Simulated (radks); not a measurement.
Results of a calculation; reference values are marked as such.
Pt37+, 41 electrons, occupied as [Kr] 4d5. Code: a radial shooting solver on a logarithmic mesh with Libxc functionals. Model: Dirac Kohn-Sham, PBE, spin-unpolarised, spherical densities, finite nucleus; open shells fill j = l - 1/2 first; Fermi nuclear charge, rms radius 5.427 fm. Some entries of the table are withheld. Estimate them.

orbital,occ.,eigenvalue (eV),<1/r> (bohr^-1)
1s1/2,2,-79849.23,93.89
2s1/2,2,-15324.04,23.04
2p1/2,2,(1),23.00
2p3/2,4,(2),18.86
3s1/2,2,-4780.693,8.533
3p1/2,2,-4528.883,8.444
3p3/2,4,-4141.470,7.375
3d3/2,4,-3726.183,7.258
3d5/2,6,-3642.418,7.013
4s1/2,2,-2080.273,3.963
4p1/2,2,-1971.324,3.885
4p3/2,4,-1854.218,3.528
4d3/2,4,(3),3.401
4d5/2,1,(4),3.321

Answer. 
(1) 2p1/2 eigenvalue (eV): -14756.26
(2) 2p3/2 eigenvalue (eV): -13027.74
(3) 4d3/2 eigenvalue (eV): -1678.452
(4) 4d5/2 eigenvalue (eV): -1653.782
